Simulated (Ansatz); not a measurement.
Gas-phase electronic energies from Ansatz, PBE0-D4/def2-TZVP geometries. CBS: MP2 limit from def2 TZ/QZ plus the TZ coupled-cluster correction, frozen cores. This one scheme is used for every species. Functionals use def2-TZVPP. Triplets are unrestricted, without spin–orbit coupling. For Se outer-core shells are correlated without core-valence functions, which leaves a few kJ/mol of doubt a bond. Scalar relativity is left out up to krypton. Each species was taken in one conformer, which may not be the lowest.

`CC[Se][SiH2]C` → `C[SiH2][Se]C` + `[CH2]` (triplet)  (formal loss of a carbene)

CCSD(T)/CBS gives +104.9 kcal/mol.

Task: Another level gave +105.9 kcal/mol. Which?
A. r2SCAN-D4/def2-TZVPP
B. B2PLYP/def2-TZVPP
C. PBE-D4/def2-TZVPP
D. PBE/def2-TZVPP

Result: C. PBE-D4 105.9, B2PLYP 101.9, PBE 104.2, r2SCAN-D4 99.0 kcal/mol.

Largest T1 diagnostic among the species: 0.011.

From PBE to PBE0 (25 % exact exchange), in def2-TZVPP and without D4, ΔE moves by −1.8 kcal/mol. The D4 term adds +2.8 kcal/mol with B3LYP and +1.5 kcal/mol with PBE0; it sums over pairs of atoms, weighted by their polarisabilities, and B3LYP, whose exchange is more repulsive, gets the larger term.

B3LYP here is the variant with VWN-RPA as its local correlation; programs differ in this.
